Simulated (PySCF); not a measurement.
# Al⁺: excitation energy

Al⁺ [Ne] 3s2 (1S) → Al⁺ [Ne] 3s1 4s1 (3S), as a difference of total energies. All numbers are calculated (PySCF 2.14, the non-relativistic Hamiltonian (point nucleus), in aug-cc-pwCVTZ (8s7p5d3f, 75 functions)). Correlated levels: valence: [Ne] frozen. The calculations carry no spin-orbit coupling.

| method | excitation energy (eV) | error (eV) |
| --- | --- | --- |
| UHF | 10.247 | -1.070 |
| MP2 (valence) | 10.927 | -0.390 |
| SCS-MP2 (valence) | 11.140 | -0.177 |
| CCSD (valence) | 11.154 | -0.163 |

Reference: 11.317 eV (measured; NIST levels).

Errors of the correlated levels include the incompleteness of this basis and the frozen core.

With two correlated electrons CCSD is exact in that space.
